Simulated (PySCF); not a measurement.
Job for PySCF: R-B3LYP/LANL2DZ on GeH4Se (SMILES [GeH3][SeH]), a point of a torsion scan.

```python
from pyscf import gto, scf, dft, mp
from pyscf.data.elements import chemcore

mol = gto.M(
    atom='''
    Ge   -0.57906184   -0.02199598   -0.01046349
    Se    1.58014060   -0.81014479   -0.27713332
    H    -0.82738819    1.20905144   -0.83440145
    H    -1.51376446   -1.09768992   -0.46667523
    H    -0.85130027    0.29522656    1.42992057
    H     2.15281218    0.14999809    0.62983609
    ''',
    basis='lanl2dz',
    ecp={'Ge': 'lanl2dz', 'Se': 'lanl2dz'},
    charge=0, spin=0, verbose=3, max_memory=1800)
mf = dft.RKS(mol, xc='b3lyp')
mf.conv_tol = 1e-8
mf.max_cycle = 100
mf.kernel()
if not mf.converged:
    mf = mf.newton().run(mf.mo_coeff, mf.mo_occ)
```

The log:

```
converged SCF energy = -15.3824040120582
```

Self-consistency was reached.

Cost: about 2.1 core-seconds (a rough figure).
